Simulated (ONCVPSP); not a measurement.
**O, ONCV: configuration errors across variants**

ONCVPSP 4.0.1 input, shortened (lines: element, Z, core and valence counts, functional; n l f; lmax; l rc ep ncon nbas qcut; lloc lpopt rc5 dvloc0; l nproj debl; icmod fcfact rcfact), LDA (Perdew-Wang 92), scalar-relativistic:

```
  O 8.00    1    2  -001012      upf
    1    0    2.00
    2    0    2.00
    2    1    3.00
    2
    0    0.95    0.00    4    8    5.40
    1    1.85    0.00    3    7    6.60
    2    1.60    0.22    4    8    5.80
    0    5    0.95    0.00
    0    0    0.90
    1    2    1.50
    2    2    1.30
    0    0.00    0.00
```

All-electron excitation energies from the reference (eV): (1) 2s2 2p4 -16.585; (2) 2s2 2p2 33.713; (3) 2s2 2p1 87.684; (4) 2s2 2p3.5 -10.219.

Errors AE − PS in meV (a dash: test not solved or not reliable):

```json
{"change": "base", "(1)": "+128", "(2)": "+343", "(3)": "+1946", "(4)": "+44", "bound ghosts": "none", "GHOST(+) flags above zero": "none"}
{"change": "p: rc 1.34", "(1)": "+54", "(2)": "+159", "(3)": "+974", "(4)": "+20", "bound ghosts": "none", "GHOST(+) flags above zero": "none"}
{"change": "p: rc 1.56", "(1)": "+81", "(2)": "+228", "(3)": "+1358", "(4)": "+29", "bound ghosts": "none", "GHOST(+) flags above zero": "none"}
{"change": "p: rc 1.9", "(1)": "+136", "(2)": "+362", "(3)": "+2041", "(4)": "+46", "bound ghosts": "none", "GHOST(+) flags above zero": "none"}
{"change": "p: rc 2.42", "(1)": "+246", "(2)": "+580", "(3)": "+3129", "(4)": "+81", "bound ghosts": "none", "GHOST(+) flags above zero": "none"}
{"change": "p: rc 2.7", "(1)": "+332", "(2)": "+735", "(3)": "+3837", "(4)": "+106", "bound ghosts": "none", "GHOST(+) flags above zero": "none"}
```

Question: Give the same row for: p: rc 2.06.

Answer: +170, +433, +2395, +57; bound ghosts: none; GHOST(+) flags above zero: none.
